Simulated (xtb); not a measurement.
CHAlF₄O, SMILES [OH][Al]([C](F)(F)F)[F]. All values are semi-empirical tight-binding results from xtb (GFN2-xTB unless named), good for trends rather than for accurate numbers. The structure is a stationary point at GFN2-xTB. The structure was generated by enumeration; whether it is a known compound was not checked. Other conformers were not sampled.

For metal compounds this method's bond lengths and energies can be far off.

```
Property                                       Value
-------------------------------------  -------------
orbital gap                                  3.94 eV
zero-point energy                      17.2 kcal/mol
G − E(el) at 298.15 K (modified RRHO)  -4.5 kcal/mol
```
